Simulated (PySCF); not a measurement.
# Energy and ionisation energy along a bond of BGeH4 cation

Calculated results; nothing here was measured. They come from PySCF 2.14.0, an open-source quantum chemistry program, on an isolated molecule that a program drew, which may never have been made. The molecule is BGeH4 cation (charge +1, singlet), drawn as the SMILES string `[BH2][GeH2+]`.

The structure below is the HF double-zeta minimum with every atom moved a little at random, so it isn't optimised. Bond B1-H3 is then set to each length in the table by shifting atom 3 along it, with nothing else relaxed.
```xyz
6
BGeH4 cation, angstrom
B     1.4978    1.0272   -0.1182
Ge    1.6565    0.9781   -2.1740
H     1.6812    0.0684    0.5073
H     1.5392    2.1671    0.2174
H     2.9527    1.1413   -2.9165
H     0.4315    0.6639   -3.1244
```

E is the energy above the same method's energy at the HF double-zeta minimum. IE is the energy to remove one electron at fixed geometry, to the doublet state of charge +2, as a difference of total energies. The basis family is cc-pVnZ, with UHF for radicals and no spin-orbit coupling. Best is HF at quadruple zeta, plus MP2 correlation extrapolated from triple and quadruple zeta, plus CCSD(T) minus MP2 at triple zeta, with a frozen core. The other columns are at triple zeta. Germanium has the cc-pVnZ-PP basis, with a core potential (ECP10MDF) in place of its 10 inner electrons, and its 3s, 3p and 3d shells are frozen in MP2 and coupled-cluster steps.

```
bond (Å),E PBE (kcal/mol),E wB97X (kcal/mol),E CCSD(T) (kcal/mol),E best (kcal/mol),IE PBE (eV),IE wB97X (eV),IE CCSD(T) (eV),IE best (eV),T1
1.0944,5.45,5.58,5.54,5.38,17.170,17.384,17.445,17.537,0.011
1.1494,2.88,3.27,3.26,3.15,17.147,17.364,17.426,17.518,0.012
1.1594,2.65,3.10,3.08,2.98,17.142,17.360,17.423,17.514,0.012
1.2354,?,?,?,?,?,?,?,?,?
1.4014,10.98,13.07,12.85,12.91,16.972,17.212,17.279,17.367,0.012
1.6904,35.16,40.21,38.50,38.69,16.558,16.738,16.825,16.908,0.014
```

T1 is the CCSD diagnostic of the starting molecule.

**Estimate the best E and IE at 1.2354 Å from the other rows.**

A least-squares cubic in the inverse of the bond length through the other values of E best gives 3.69 kcal/mol there. A least-squares quadratic in the bond length through IE best gives 17.493 eV. The calculation gives 3.64 kcal/mol and 17.481 eV, so the fits miss by 0.05 kcal/mol and 0.012 eV. The same recipe one zeta lower moves these two values by 0.10 kcal/mol and 0.03 eV, a gauge of their own error. The rest of the row: E is 2.82 (PBE), 3.70 (wB97X), 3.68 (CCSD(T)); IE is 17.102 (PBE), 17.326 (wB97X), 17.391 (CCSD(T)); T1 is 0.012.
